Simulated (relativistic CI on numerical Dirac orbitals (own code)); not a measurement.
## Ligand-field terms of d7

Computed with a parametric ligand-field model of a d^n configuration (Racah B and C, spin-orbit zeta, crystal field), exact diagonalisation.

Field parameters in Wybourne normalisation: Oh B⁴₀ = 21Dq, B⁴₄ = √(5/14) B⁴₀; Td as Oh with Dq negative (B⁴₀ = 21Dq, B⁴₄ = √(5/14) B⁴₀). The field is a parameter set, without covalency.

Problem. Lowest levels for B = 640, C = 2890, ζ = 340 cm⁻¹, Oh, 10Dq = 7450 cm⁻¹?

Solution. Γ6 0 (S 1.50), Γ8 225 (S 1.50), Γ8 588 (S 1.50), Γ7 644 (S 1.50), Γ8 6405 (S 0.52), Γ6 6889 (S 1.50), Γ8 6913 (S 1.49), Γ8 6986 (S 1.49), Γ7 7111 (S 1.50) cm⁻¹, with S from ⟨S²⟩ = S(S + 1). The ground level has 2.07 electrons in the cubic e pair.

Problem. Lowest levels for B = 960, C = 3740, ζ = 350 cm⁻¹, Oh, 10Dq = 13850 cm⁻¹?

Solution. Γ6 0 (S 1.50), Γ8 230 (S 1.50), Γ8 589 (S 1.49), Γ7 647 (S 1.50), Γ8 4810 (S 0.52), Γ6 12672 (S 1.50), Γ8 12687 (S 1.50), Γ8 12761 (S 1.49), Γ7 12897 (S 1.50) cm⁻¹, with S from ⟨S²⟩ = S(S + 1). The ground level has 2.06 electrons in the cubic e pair.

Problem. Lowest levels for B = 840, C = 4010, ζ = 340 cm⁻¹, Oh, 10Dq = 37950 cm⁻¹?

Solution. Γ8 0 (S 0.50), Γ6 18716 (S 1.50), Γ8 18919 (S 1.50), Γ7 19264 (S 1.50), Γ8 19269 (S 1.50), Γ8 34830 (S 0.50), Γ6 35054 (S 0.50), Γ8 35864 (S 0.50), Γ7 36007 (S 0.50) cm⁻¹, with S from ⟨S²⟩ = S(S + 1). The ground level has 1.02 electrons in the cubic e pair.

Problem. Lowest levels for B = 580, C = 2420, ζ = 130 cm⁻¹, Td, 10Dq = -4150 cm⁻¹?

Solution. Γ8 0 (S 1.50), Γ8 4112 (S 1.50), Γ6 4123 (S 1.50), Γ8 4179 (S 1.50), Γ7 4210 (S 1.50), Γ6 6913 (S 1.50), Γ8 7005 (S 1.50), Γ7 7149 (S 1.50), Γ8 7157 (S 1.50) cm⁻¹, with S from ⟨S²⟩ = S(S + 1). The ground level has 4.00 electrons in the cubic e pair.

Problem. Lowest levels for B = 650, C = 2470, ζ = 3950 cm⁻¹, Td, 10Dq = -10950 cm⁻¹?

Solution. Γ8 0 (S 1.44), Γ8 6264 (S 1.15), Γ6 8070 (S 1.09), Γ8 11049 (S 1.03), Γ7 13954 (S 1.14), Γ8 15034 (S 1.14), Γ6 15082 (S 1.32), Γ7 15395 (S 1.37), Γ8 16592 (S 1.13) cm⁻¹, with S from ⟨S²⟩ = S(S + 1). The ground level has 3.81 electrons in the cubic e pair.
